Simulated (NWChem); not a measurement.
Molecule: CH₅NTe; SMILES C[Te]N

```xyz
8

Te     0.3691     0.0390     0.0000
C     -0.9421    -1.6795     0.0000
H     -1.5668    -1.6864    -0.9029
H     -1.5668    -1.6864     0.9029
H     -0.2991    -2.5722     0.0000
N     -0.9916     1.5618     0.0000
H     -1.5831     1.5306     0.8281
H     -1.5831     1.5306    -0.8281
```
Atoms are numbered in this order, from 1.

Program: NWChem. Coordinates come from a PBE0/def2-SVP optimisation. def2 effective core potentials on Te; no spin-orbit coupling.

For level B3LYP/def2-SVP:

```
Property                     Value
---------------------------  -----
highest occupied level (eV)  -5.53
orbital gap (eV)              4.91
```

Problem. What are these values for level B3LYP/def2-TZVP?

Solution. 
* **highest occupied level (eV)**: -5.69
* **orbital gap (eV)**: 4.70
